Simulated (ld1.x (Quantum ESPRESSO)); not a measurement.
## Reading a pseudo-wave (F)

Columns: radius, all-electron u(r) and pseudo u(r) of the 2s shell (level -30.48 eV) of fluorine in the configuration [He] 2s1 2p6; BP86, scalar-relativistic, ultrasoft scheme, ld1.x (Quantum ESPRESSO) 7.5.

| r (bohr) | all-electron | pseudo |
| --- | --- | --- |
| 0.060 | 0.4150 | -0.1424 |
| 0.120 | 0.4232 | -0.2813 |
| 0.180 | 0.2503 | -0.4137 |
| 0.240 | 0.0134 | -0.5365 |
| 0.300 | -0.2281 | -0.6476 |
| 0.360 | -0.4457 | -0.7452 |
| 0.420 | -0.6278 | -0.8282 |
| 0.480 | -0.7716 | -0.8963 |
| 0.540 | -0.8785 | -0.9494 |
| 0.600 | -0.9525 | -0.9882 |
| 0.660 | -0.9984 | -1.0132 |
| 0.720 | -1.0211 | -1.0254 |
| 0.780 | -1.0250 | -1.0256 |
| 0.840 | -1.0143 | -1.0143 |
| 0.900 | -0.9923 | -0.9923 |
| 0.960 | -0.9619 | -0.9619 |
| 1.020 | -0.9256 | -0.9256 |
| 1.080 | -0.8852 | -0.8852 |
| 1.140 | -0.8422 | -0.8422 |
| 1.200 | -0.7979 | -0.7979 |
| 1.260 | -0.7532 | -0.7532 |
| 1.320 | -0.7087 | -0.7087 |
| 1.380 | -0.6651 | -0.6651 |
| 1.440 | -0.6227 | -0.6227 |
| 1.500 | -0.5818 | -0.5818 |
| 1.560 | -0.5427 | -0.5427 |

Question: How many radial nodes do the two functions have?

Answer: The all-electron 2s function has n − l − 1 = 1; the pseudo-wave has 0, since the states of the same l below it are removed with the core.

Question: At about which radius was the pseudo-wave matched?

Answer: 0.85 bohr, where the columns begin to agree (steps of 0.06 bohr).

Question: Is the pseudo-wave norm-conserving?

Answer: No, it belongs to an ultrasoft set: the norm inside the radius is not constrained, and the difference is carried by the augmentation charge.
